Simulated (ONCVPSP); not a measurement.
## Pseudopotential generation for Al (Z = 13): ONCV, LDA (Perdew-Wang 92), non-relativistic.

The input file (ONCVPSP 4.0.1):

```
# ATOM AND REFERENCE CONFIGURATION
# atsym  z   nc   nv     iexc    psfile
  Al 13.00    1    3  -001012      upf
#
#   n    l    f
    1    0    2.00
    2    0    2.00
    2    1    6.00
    3    0    1.00
#
# PSEUDOPOTENTIAL AND OPTIMIZATION
# lmax
    2
#
#   l,   rc,      ep,       ncon, nbas, qcut
    0    1.05    0.00    4    9   14.00
    1    0.90    0.00    4    7   18.90
    2    0.85    0.12    4    7   10.10
#
# LOCAL POTENTIAL
# lloc, lpopt,  rc(5),   dvloc0
    4    5    0.85    2.00
#
# VANDERBILT-KLEINMAN-BYLANDER PROJECTORs
# l, nproj, debl
    0    3    2.00
    1    3    0.70
    2    1    1.10
#
# MODEL CORE CHARGE
# icmod, fcfact, rcfact
    3    2.25    1.35
#
# LOG DERIVATIVE ANALYSIS
# epsh1, epsh2, depsh
   -6.00    5.00    0.04
#
# OUTPUT GRID
# rlmax, drl
    6.00    0.01
#
# TEST CONFIGURATIONS
# ncnf
    4
# nvcnf
#   n    l    f
    4
    2    0    2.00
    2    1    6.00
    3    0    2.00
    3    1    1.00
#
    3
    2    0    2.00
    2    1    6.00
    3    0    2.00
#
    3
    2    0    2.00
    2    1    6.00
    3    0    0.00
#
    4
    2    0    2.00
    2    1    6.00
    3    0    1.00
    3    1    2.00
#
```

Command:

```bash
oncvpspnr.x < Al.dat > Al.out
```

Resulting log (shortened: citation, most of the input echo, consistency checks and plot data are left out):

```
ONCVPSP  (Optimized Norm-Conservinng Vanderbilt PSeudopotential)
scalar-relativistic version 4.0.1

#   n    l    f        energy (Ha)
    1    0    2.00    -5.5933621E+01
    2    0    2.00    -4.6925431E+00
    2    1    6.00    -3.3221400E+00
    3    0    1.00    -8.7776116E-01

Reference configufation results
  iterations    26
  all-electron total energy (Ha)   -2.40385444D+02

Begin loop to  construct optimized pseudo wave functions
and semi-local pseudopoentials for all angular momenta

   Wellstate for l =  0  n =  5
     eigenvalue =   1.1222
     asymptotic potential =   1.6222
     half-point radius =  3.7539

Calculating optimized projector #   1

 for l=   0

    Fraction of norm inside rc  0.922749
    Optimizing pswf for qcut=  14.00 a_B^-1,  ecut=  98.06 Ha
    Residual kinetic energy error=  6.17D-09 Ha

    Energy error per electron        Cutoff
         Ha          eV             Ha
         0.01000     0.27211       18.27
         0.00100     0.02721       42.78
         0.00010     0.00272       60.08
         0.00001     0.00027       72.02

Calculating optimized projector #   2

 for l=   0

    Fraction of norm inside rc  0.052074
    Optimizing pswf for qcut=  14.00 a_B^-1,  ecut=  98.06 Ha
    Residual kinetic energy error=  1.15D-08 Ha

    Energy error per electron        Cutoff
         Ha          eV             Ha
         0.01000     0.27211       13.98
         0.00100     0.02721       22.95
         0.00010     0.00272       55.24
         0.00001     0.00027       70.42

Calculating optimized projector #   3

 for l=   0

    Fraction of norm inside rc  0.025506
    Optimizing pswf for qcut=  14.00 a_B^-1,  ecut=  98.06 Ha
    Residual kinetic energy error=  1.41D-08 Ha

    Energy error per electron        Cutoff
         Ha          eV             Ha
         0.01000     0.27211       12.99
         0.00100     0.02721       20.29
         0.00010     0.00272       53.95
         0.00001     0.00027       70.09

WARNING wellstate: negative energy specified for n= 3 l=  1
WARNING scattering state with energy  0.25000000
WARNING will be used for the first projector

   Wellstate for l =  1  n =  4
     eigenvalue =   0.2500
     asymptotic potential =   0.7500
     half-point radius =  3.5131

   Wellstate for l =  1  n =  4
     eigenvalue =   0.9500
     asymptotic potential =   1.4500
     half-point radius =  2.3937

Calculating optimized projector #   1

 for l=   1

    Fraction of norm inside rc  0.845204
    Optimizing pswf for qcut=  18.92 a_B^-1,  ecut= 178.93 Ha
    Residual kinetic energy error=  1.57D-08 Ha

    Energy error per electron        Cutoff
         Ha          eV             Ha
         0.01000     0.27211       91.81
         0.00100     0.02721      112.79
         0.00010     0.00272      131.35
         0.00001     0.00027      146.32

Calculating optimized projector #   2

 for l=   1

    Fraction of norm inside rc  0.024026
    Optimizing pswf for qcut=  18.92 a_B^-1,  ecut= 178.93 Ha
    Residual kinetic energy error=  5.05D-09 Ha

    Energy error per electron        Cutoff
         Ha          eV             Ha
         0.01000     0.27211       65.78
         0.00100     0.02721       93.96
         0.00010     0.00272      117.30
         0.00001     0.00027      137.23

Calculating optimized projector #   3

 for l=   1

    Fraction of norm inside rc  0.026440
    Optimizing pswf for qcut=  18.92 a_B^-1,  ecut= 178.93 Ha
    Residual kinetic energy error=  8.43D-09 Ha

    Energy error per electron        Cutoff
         Ha          eV             Ha
         0.01000     0.27211       68.83
         0.00100     0.02721       96.94
         0.00010     0.00272      120.62
         0.00001     0.00027      139.93

   Wellstate for l =  2  n =  4
     eigenvalue =   0.1200
     asymptotic potential =   0.6200
     half-point radius =  5.8729

Calculating optimized projector #   1

 for l=   2

    Fraction of norm inside rc  0.009732
    Optimizing pswf for qcut=  10.10 a_B^-1,  ecut=  51.05 Ha
    Residual kinetic energy error=  7.34D-05 Ha

    Energy error per electron        Cutoff
         Ha          eV             Ha
         0.01000     0.27211       11.66
         0.00100     0.02721       28.92
         0.00010     0.00272       48.33
         0.00001     0.00027      165.87

Construct Vanderbilt / Kleinmman-Bylander projectors

B matrix Hermiticity error, ll=   0
   1   2    4.3869E-09
   1   3    4.8098E-09
   2   3    7.6231E-10

  Orthonormal projector coefficients  9.6639E+00 -7.9963E-01  7.7152E-01

B matrix Hermiticity error, ll=   1
   1   2    6.6914E-10
   1   3    3.4148E-10
   2   3    1.9942E-10

  Orthonormal projector coefficients -2.4497E+01 -1.0046E+01 -1.7374E+00

Model core correction analysis
  based on d2Exc/dn_idn_j

d2excae - all-electron derivatives

   -7.393540D-02   -6.851907D-02   -6.806214D-03
   -6.851971D-02   -7.327512D-02   -7.550114D-03
   -6.804305D-03   -7.546741D-03   -7.282472D-02

d2excps - pseudofunction derivatives with no core correction

   -7.505583D-02   -7.449657D-02   -7.105417D-03
   -7.449660D-02   -7.712677D-02   -7.994989D-03
   -7.103577D-03   -7.991668D-03   -7.286375D-02

rms 2nd derivative error    3.129087E-03

rmatch, rhocmatch    0.2032   97.6376

Teter function model core charge with specified parameters

d2excps - pseudofunction derivatives with core correction

   -7.215324D-02   -7.278993D-02   -6.811309D-03
   -7.278974D-02   -7.581307D-02   -7.824389D-03
   -6.809358D-03   -7.821043D-03   -7.283392D-02

rms 2nd derivative error    2.266697E-03

Pseudoatom total energy  -79.707001

Diagnostic tests using Vanderbilt-Kleinman-Bylander pseudopotentials
  1 or more projectors used as specified by nproj input data

   l    rcore       rmatch      e in        delta e   norm test  slope test

   0   1.0528772   1.0848448  -4.6925431   0.0000001   1.0000000   1.0000001
   0   1.0528772   1.0848448  -0.8777612   0.0000000   1.0000000   1.0000000
   0   1.0528772   1.0848448   1.1222388   0.0000000   1.0000000   1.0000000

   1   0.9012188   0.9285817  -3.3221400  -0.0000001   1.0000000   0.9999999
   1   0.9012188   0.9285817   0.2500000  -0.0000000   1.0000000   1.0000000
   1   0.9012188   0.9285817   0.9500000  -0.0000000   1.0000000   1.0000000

   2   0.8539814   0.8799101   0.1200000  -0.0000001   1.0000000   1.0000000

 Testing for bound ghosts
   n   l    E NL Schr. Eq   E Basis Diag.   E Cutoff

   1   0       -4.692543       -4.692525    404.53
   2   0       -0.877761       -0.666226    404.53

   2   1       -3.322140       -3.321365    372.84

   3   2       -0.354540        0.481857    248.16

 Testing for highly-localized positive-energy ghosts
       l    <radius>/rc     E Basis Diag.   E Cutoff

Test configuration 0

   n   l     f        eae           eps        diff
   1   0  2.0000  -55.93362058
   2   0  2.0000   -4.69254305   -4.69254297    7.92D-08
   2   1  6.0000   -3.32214002   -3.32214016   -1.39D-07
   3   0  1.0000   -0.87776116   -0.87776116    0.00D+00

    Total energies and differences
      AE_ref= -2.40385444D+02  AE_tst= -2.40385444D+02  dif=  0.00D+00
      PS_ref= -7.97070010D+01  PS_tst= -7.97070010D+01  dif= -1.42D-13
      PSP excitation error=  1.42D-13

Test configuration 1

   n   l     f        eae           eps        diff
   1   0  2.0000  -55.15579831
   2   0  2.0000   -3.93454185   -3.93392793    6.14D-04
   2   1  6.0000   -2.56374213   -2.56383609   -9.40D-05
   3   0  2.0000   -0.28688927   -0.28686449    2.48D-05
   3   1  1.0000   -0.10258739   -0.10259688   -9.49D-06

    Total energies and differences
      AE_ref= -2.40385444D+02  AE_tst= -2.41311032D+02  dif= -9.26D-01
      PS_ref= -7.97070010D+01  PS_tst= -8.06325793D+01  dif= -9.26D-01
      PSP excitation error= -9.90D-06

Test configuration 2

   n   l     f        eae           eps        diff
   1   0  2.0000  -55.46904714
   2   0  2.0000   -4.24201955   -4.24141827    6.01D-04
   2   1  6.0000   -2.87163741   -2.87133492    3.02D-04
   3   0  2.0000   -0.54719689   -0.54717195    2.49D-05

    Total energies and differences
      AE_ref= -2.40385444D+02  AE_tst= -2.41096022D+02  dif= -7.11D-01
      PS_ref= -7.97070010D+01  PS_tst= -8.04175634D+01  dif= -7.11D-01
      PSP excitation error= -1.62D-05

Test configuration 3

   n   l     f        eae           eps        diff
   1   0  2.0000  -56.46213042
   2   0  2.0000   -5.20072842   -5.20166344   -9.35D-04
   2   1  6.0000   -3.82998002   -3.83054662   -5.67D-04

    Total energies and differences
      AE_ref= -2.40385444D+02  AE_tst= -2.39342655D+02  dif=  1.04D+00
      PS_ref= -7.97070010D+01  PS_tst= -7.86641786D+01  dif=  1.04D+00
      PSP excitation error= -3.38D-05

Test configuration 4

   n   l     f        eae           eps        diff
   1   0  2.0000  -55.22216679
   2   0  2.0000   -3.99946816   -3.99917007    2.98D-04
   2   1  6.0000   -2.62814102   -2.62887294   -7.32D-04
   3   0  1.0000   -0.31720533   -0.31716639    3.89D-05
   3   1  2.0000   -0.12527440   -0.12528556   -1.12D-05

    Total energies and differences
      AE_ref= -2.40385444D+02  AE_tst= -2.41122810D+02  dif= -7.37D-01
      PS_ref= -7.97070010D+01  PS_tst= -8.04443985D+01  dif= -7.37D-01
      PSP excitation error=  3.17D-05
```

oncvpspnr.x prints “scalar-relativistic version” in its banner although the run is non-relativistic.

The run took about 4.3 s on one core of a shared server CPU.
